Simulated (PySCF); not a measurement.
**PBE on Si (silicon, neutral)**

Configuration: [Ne] 3s1 3p3, high-spin 5S determinant (an excited configuration). Computed with PySCF 2.14 in aug-cc-pCVQZ-DK, with scalar relativity by spin-free X2C-1e.

```json
{"Total energy": "-289.6874 hartree", "One-electron energy": "-400.8405 hartree", "Hartree (Coulomb) energy": "131.9356 hartree", "Exchange-correlation energy": "-20.7825 hartree", "⟨S²⟩": "6.0000", "⟨L²⟩": "0.000", "Sum of ⟨r⟩": "14.55 bohr", "Sum of ⟨r²⟩": "32.61 bohr²", "Langevin diamagnetic susceptibility": "-25.8 ×10⁻⁶ cm³/mol", "Time after the integrals": "1.1 s of wall time on 1 thread of Neoverse-V2 (shared host)"}
```

| shell | electrons | mean orbital energy (hartree) | rms radius, mean of both spins (bohr) |
| --- | --- | --- | --- |
| 1s α | 1 | -65.63421 | 0.129 |
| 1s β | 1 | -65.62051 | 0.129 |
| 2s α | 1 | -5.15742 | 0.621 |
| 2s β | 1 | -5.13896 | 0.621 |
| 2p α | 3 | -3.54406 | 0.604 |
| 2p β | 3 | -3.52249 | 0.604 |
| 3s α | 1 | -0.45847 | 2.28 |
| 3p α | 3 | -0.20013 | 2.85 |

Densities and radii are taken from the X2C orbitals without a picture-change correction, which distorts them close to the nucleus.
